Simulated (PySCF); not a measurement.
BClI₂, SMILES ClB(I)I.

Geometry optimised at r2SCAN-D4/def2-SVP. The def2 effective core potentials stand for the cores of I; spin–orbit coupling is left out.

Method: CAM-B3LYP/def2-TZVP (PySCF).

Symmetry labels are those of the subgroup C2v that the program uses (full group C2v).

Computed valence orbital energies around the gap with their symmetry:
```
orbital  symmetry  energy (eV)
-------  --------  -----------
HOMO−7         A1       -12.93
HOMO−6         B2       -12.81
HOMO−5         B1       -12.24
HOMO−4         B2       -10.28
HOMO−3         B1        -9.89
HOMO−2         A1        -9.59
HOMO−1         A2        -9.21
HOMO           B2        -8.82
LUMO           B1        -1.19
LUMO+1         A1         0.26
LUMO+2         B2         1.74
LUMO+3         A1         1.89
```
